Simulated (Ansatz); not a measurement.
Start from `C1=C[SiH2]C1` and change one atom or group to get `ClC1=CC[SiH2]1`.

Ansatz, PBE0-D4/def2-TZVP geometries, multiplicity 1. 

| property | `C1=C[SiH2]C1` |
| --- | --- |
| HOMO–LUMO gap (PBE0/def2-TZVPP) / eV | 7.54 |
| LUMO energy (PBE/def2-TZVPP) / eV | -1.19 |
| LUMO energy (ωB97M-V/def2-TZVPP) / eV | 1.97 |
| size of the dipole moment (PBE/def2-TZVPP) / D | 0.69 |
| HOMO energy (PBE/def2-TZVPP) / eV | -6.60 |
| HOMO energy (ωB97M-V/def2-TZVPP) / eV | -9.90 |

Q: Give the same properties after the change, and the shifts. (Best estimate.)

A: Ansatz gave: 
| property | `ClC1=CC[SiH2]1` | shift |
| --- | --- | --- |
| HOMO–LUMO gap (PBE0/def2-TZVPP) / eV | 6.92 | -0.62 |
| LUMO energy (PBE/def2-TZVPP) / eV | -1.41 | -0.22 |
| LUMO energy (ωB97M-V/def2-TZVPP) / eV | 1.62 | -0.35 |
| size of the dipole moment (PBE/def2-TZVPP) / D | 1.63 | 0.94 |
| HOMO energy (PBE/def2-TZVPP) / eV | -6.21 | 0.39 |
| HOMO energy (ωB97M-V/def2-TZVPP) / eV | -9.47 | 0.43 |

With PBE0 the HOMO rises by 0.35 eV and the LUMO falls by 0.26 eV, so the gap narrows by about 0.61 eV. PBE moves the HOMO by 0.39 eV and ωB97M-V by 0.43 eV. Dipoles are sizes alone; their direction can turn.
